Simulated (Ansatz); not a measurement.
`B[SiH2]Br` + `BO` → `BO[SiH2]B` + HBr at 700 K and 1 bar (ligand exchange at the Si–Br bond).

Gas-phase electronic energies from Ansatz, PBE0-D4/def2-TZVP geometries. CCSD(T)/CBS is the MP2 limit (def2-TZVPP, def2-QZVPP) plus CCSD(T) − MP2 in def2-TZVPP, frozen cores. This one scheme is used for every species. For Br outer-core shells are correlated without core-valence functions, which leaves a few kJ/mol of doubt a bond. Scalar relativity is left out up to krypton. Each species was taken in one conformer, which may not be the lowest.

```csv
species,CCSD(T)/CBS energy (Eh),H − E (kJ/mol),S (J/(mol·K))
`B[SiH2]Br`,-2889.59767,156.5,403.7
`BO`,-101.80414,126.4,277.4
`BO[SiH2]B`,-417.47687,240.1,448.0
HBr,-2573.91920,36.5,223.7
```

H − E and S are ideal-gas, rigid-rotor, harmonic terms from PBE0-D4/def2-TZVP, for one conformer and one mirror image of each species. 1 Eh = 2625.50 kJ/mol, R = 8.31446 J/(mol·K).

Question: By hand: ΔE, ΔH, ΔS and ΔG.

Answer: ΔE = (-417.47687) + (-2573.91920) − (-2889.59767) − (-101.80414) = 0.00574 Eh = 15.1 kJ/mol. Δ(H − E) = 240.1 + 36.5 − 156.5 − 126.4 = -6.3, so ΔH = 8.8 kJ/mol. ΔS = 448.0 + 223.7 − 403.7 − 277.4 = -9.4 J/(mol·K). ΔG = 8.8 − 700 × (-9.4)/1000 = 15.4 kJ/mol.

Question: By hand: the equilibrium constant, and the temperature at which ΔG would vanish if ΔH and ΔS stayed fixed.

Answer: log₁₀ K = −ΔG/(RT ln 10) = -1.1. ΔH and −TΔS have one sign here, so there is no such temperature.

TΔS isn't small against ΔH here. A doubt of 5 kJ/mol in ΔE shifts log₁₀ K by 0.4 here. Other conformers and mirror images would add mixing entropy, several J/(mol·K) or more a flexible species. Modes under 60 cm⁻¹, often nearly free rotors, make the harmonic entropy too high. These are equilibria of isolated gas molecules and say nothing of rates. Largest T1 diagnostic: 0.014 (customary marks: 0.02 for closed shells, 0.045 for open ones).

ΔS is within the doubt of such terms, so its sign, and with it that verdict, could turn.
